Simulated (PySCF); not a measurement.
Compound: C2H7BBrN.
SMILES with atom numbers: `[CH2:1]=[CH:2][B@@H-:3]([NH3+:4])[Br:5]` (hydrogens: H6, H7 on C1; H8 on C2; H9 on B3; H10, H11, H12 on N4)
Bond orders are those of one Lewis drawing.

Method: PBE0-D3(BJ)/def2-SVP geometry optimisation, gas phase (PySCF 2.14.0); density fitting, grid level 1; the optimiser is geomeTRIC in internal coordinates, started from a GFN2-xTB structure with every atom displaced at random (about 0.01 Å).

Step 0: E = -74377.0058 eV
```
atom  x, y, z in Å  |  force x, y, z in eV/Å
C1      2.0350   -0.6272   -0.0879   -1.847   2.176  -0.365
C2      0.7505   -0.5675    0.3125    0.806   0.755  -0.506
B3     -0.2338    0.6858    0.1872    0.426  -1.120   0.234
N4     -1.5919    0.1471   -0.4840   -1.235   0.388   1.408
Br5    -0.8524    1.2899    1.9964   -0.199   0.170   0.465
H6      2.6513   -1.4545    0.0451    1.251  -1.828   0.356
H7      2.4810    0.2447   -0.5794    0.091  -0.010  -0.030
H8      0.3904   -1.4470    0.8119   -0.472  -0.865   0.522
H9      0.1636    1.6080   -0.4328    0.230   0.628  -0.563
H10    -1.9742   -0.6290    0.0967    0.316   0.503  -0.476
H11    -1.4853   -0.1671   -1.4281    0.195  -0.333  -0.940
H12    -2.3080    0.8988   -0.4506    0.437  -0.465  -0.105
```

Step 1: E = -74377.1436 eV
```
atom  x, y, z in Å  |  force x, y, z in eV/Å
C1      2.0160   -0.5865   -0.1248    0.425  -0.459   0.126
C2      0.7719   -0.6017    0.3636   -0.145  -0.166   0.026
B3     -0.2231    0.6151    0.2312   -0.106   0.102   0.044
N4     -1.6155    0.1549   -0.4772    0.148  -0.282  -0.107
Br5    -0.9018    1.2753    2.0462    0.021  -0.026  -0.020
H6      2.7239   -1.4295    0.0191   -0.309   0.335  -0.096
H7      2.4090    0.2833   -0.6582    0.003   0.080  -0.047
H8      0.4580   -1.5105    0.9099    0.037   0.145  -0.033
H9      0.1742    1.5584   -0.4314    0.026  -0.049   0.026
H10    -2.1241   -0.5524    0.0665    0.154   0.122  -0.038
H11    -1.4576   -0.2052   -1.4253    0.000   0.049   0.151
H12    -2.2046    0.9809   -0.5325   -0.255   0.147  -0.032
```

Question: Estimate the geometry and energy of step 2. (The exact step hangs on the optimiser's Hessian estimate; all steps are aligned on step 1, rigid shifts and turns removed.)

Answer: E = -74377.1562 eV, largest force 0.122 eV/Å
```
atom  x, y, z in Å  |  force x, y, z in eV/Å
C1      2.0172   -0.5980   -0.1241    0.045  -0.009  -0.037
C2      0.7695   -0.5853    0.3610    0.005  -0.122   0.011
B3     -0.2268    0.6342    0.2358   -0.013   0.091   0.008
N4     -1.6072    0.1547   -0.4792    0.023   0.085  -0.049
Br5    -0.9103    1.2737    2.0538    0.014  -0.022  -0.025
H6      2.7001   -1.4491    0.0029   -0.084   0.057   0.011
H7      2.4228    0.2666   -0.6621   -0.010   0.012  -0.004
H8      0.4462   -1.4841    0.9101   -0.018   0.001   0.026
H9      0.1708    1.5798   -0.4200    0.021  -0.011   0.011
H10    -2.0844   -0.5645    0.0689    0.028  -0.027   0.036
H11    -1.4359   -0.2052   -1.4214    0.012   0.003   0.016
H12    -2.2358    0.9593   -0.5387   -0.024  -0.059  -0.006
```

The energy changes by -0.0126 eV. The first-order estimate −F·Δx gives -0.0210 eV and the mean of the old and new forces, exact on a quadratic surface, -0.0127 eV. The step makes an angle of 76° with the force vector and moves no atom by more than 0.042 Å.

The cost below is that of the whole optimisation. The run took 58 s on one thread, Arm Neoverse V2 (aarch64), shared host with 96 logical CPUs at a one-minute load of 32, and the process peaked at 0.51 GiB of memory.
